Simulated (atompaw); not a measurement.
Pseudopotential generation for Hf: PAW (atompaw), PBE, scalar-relativistic.

* Element: hafnium
* Generator: atompaw 4.2.0.5
* Type: PAW
* Functional: PBE
* Relativity: scalar-relativistic
* Frozen core: [Kr] 4d10 4f14
* Valence charge: 12
* Reference configuration: 5s2 5p6 5d2 6s2 6p0
* Partial waves: 5s (bound): rc 1.90 bohr; 6s (bound): rc 2.05 bohr; 5p (bound): rc 2.05 bohr; 6p (bound, empty): rc 2.00 bohr; 5d (bound): rc 2.00 bohr; 5d channel at 0.85 Ry: rc 2.05 bohr
* Local potential: bessel scheme, radius 1.70 bohr
* Core correction: smooth core density matched at 1.95 bohr
* Augmentation charge: sinc compensation charge, radius 1.95 bohr; PAW radius 2.05 bohr; waves and projectors: modrrkj vanderbiltortho

(1) Estimate the cutoffs (Ry, on a coarse ladder) from which the occupation-weighted sum of valence levels, in a spherical-Bessel basis at the reference potential, stays within 10 and 1 mRy of its value at 400 Ry.

(2) Does the potential have ghost states?

(3) Is the overlap operator S = 1 + Σ q|β⟩⟨β| positive definite (Bessel basis up to 400 Ry)?

Results:

(1) 21 Ry and 35 Ry.

(2) No extra level below or beside the all-electron valence levels (s, p, d, f tested).

(3) Barely: its lowest eigenvalue is 0.006 (d channel).
